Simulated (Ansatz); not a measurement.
Ansatz (a first-principles code) input (CCSD(T)/aug-cc-pV(Q+d)Z):
A basis named .json is the Basis Set Exchange file of that set.

Ansatz 0.2 input:
```yaml
crystal:
  periodic: [false, false, false]
  atoms:
    - {symbol: F, position_ang: [1.83350573, 1.22440610, 0.41431631]}
    - {symbol: Si, position_ang: [1.24399359, -0.09732221, -0.48491393]}
    - {symbol: Si, position_ang: [-1.04054951, 0.05240596, 0.28593965]}
    - {symbol: F, position_ang: [-1.96634673, -1.16597929, -0.34062161]}
    - {symbol: H, position_ang: [1.52948997, -1.21470444, 0.54471949]}
    - {symbol: H, position_ang: [-1.41672742, 0.02258543, 1.75032365]}
    - {symbol: H, position_ang: [-1.76541065, 1.29510532, -0.17265557]}
basis:
  gaussian:
    orbitals: aug-cc-pV_Q+d_Z.json
total_charge: -1
magnetization: {spin_polarized: false}
correlation: {method: ccsd_t, electrons: outside_noble_gas}
```

End of the output:

```
coupled cluster: 75.29 GiB planned
cycle   1  -22.74323851 eV  change    9.3e-3 eV  update   1.1e-1
cycle   2  -23.27488308 eV  change   -5.3e-1 eV  update   3.7e-2
cycle   3  -23.41891202 eV  change   -1.4e-1 eV  update   1.9e-2
cycle   4  -23.39652739 eV  change    2.2e-2 eV  update   4.9e-3
cycle   5  -23.39158311 eV  change    4.9e-3 eV  update   2.3e-3
cycle   6  -23.39359135 eV  change   -2.0e-3 eV  update   9.6e-4
cycle   7  -23.39328274 eV  change    3.1e-4 eV  update   4.1e-4
cycle   8  -23.39294838 eV  change    3.3e-4 eV  update   1.8e-4
cycle   9  -23.39301444 eV  change   -6.6e-5 eV  update   8.4e-5
cycle  10  -23.39311138 eV  change   -9.7e-5 eV  update   3.9e-5
cycle  11  -23.39304913 eV  change    6.2e-5 eV  update   2.3e-5
cycle  12  -23.39306078 eV  change   -1.2e-5 eV  update   1.2e-5
perturbative correction -0.84887424 eV, -0.0311955528 hartree
Total energy: -21214.65694808 eV, -779.6242630309 hartree
```

It need not be the lowest isomer of its formula. Whether it binds its extra electron was not tested at this geometry.
